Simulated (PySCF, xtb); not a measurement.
I₆Y₂, SMILES [I][Y]12([I])[I][Y]1([I])([I])[I]2 (connectivity only; charge and spin as stated), neutral, multiplicity 1.

xtb with GFN2-xTB at its own geometry gives an orbital gap of 0.71 eV and a dipole moment of 0.00 D.

Coordinates come from a B3LYP-D3(BJ)/def2-SVP optimisation. The spin state was assumed, not searched. The def2 effective core potentials stand for the cores of I, Y; spin–orbit coupling is left out.

Task: What does PySCF with CAM-B3LYP/def2-SVP give? (The exact figures need the calculation; the answer reports its results.)

Result: gap 6.59 eV (levels -8.95 and -2.36 eV), dipole 0.00 D.
